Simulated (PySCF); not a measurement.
# Spinor energies of Ar⁴⁺ (argon, charge +4)

Start: [Ne] 3s2 3p2; 3p1/2 filled at m_j = -1/2, +1/2. Calculated with PySCF 2.14 in x2c-QZVPPall-2c (9s7p4d2f1g, 73 functions): generalised Hartree-Fock with the X2C-1e Hamiltonian and a Gaussian nucleus; one run each with spin-orbit coupling (SO) switched off, then screened by Boettger's factors.

```csv
spinor shell,electrons,"ε, spin-free (eV)","ε, screened SO (eV)",weight of nominal j (screened SO),"rms radius, screened SO (bohr)"
1s1/2,2,-3311.2,-3311.2,1.000,0.0991
2s1/2,2,-405.58,-405.56,1.000,0.444
2p1/2,2,-328.29,-330.61,0.871,0.413
2p3/2,4,-328.29,-327.11,0.935,0.416
3s1/2,2,-89.271,-89.262,0.999,1.35
3p1/2,2,-74.412,-74.453,0.535,1.44
```

| quantity | spin-free | screened SO |
| --- | --- | --- |
| E (hartree) | -523.52705 | -523.53192 |
| M_J | 0 | 0 |
| ⟨J²⟩ | 2.009 | 1.812 |
| ⟨L²⟩ | 2.007 | 2.007 |
| ⟨S²⟩ | 2.003 | 1.998 |

The determinant has a definite M_J but mixes levels of different J.

Each row is a mean over spinors that exchange with the open shell spreads, by up to 8.553 eV (3s1/2).

Rows whose weight is well below 1 are mixtures of j = l ± 1/2: exchange outweighs spin-orbit coupling there, and the label is only the starting occupation.

Without spin-orbit coupling the j labels of p, d and f shells carry no meaning; the spin-free column gives the mean over the occupied spinors of each nl shell.
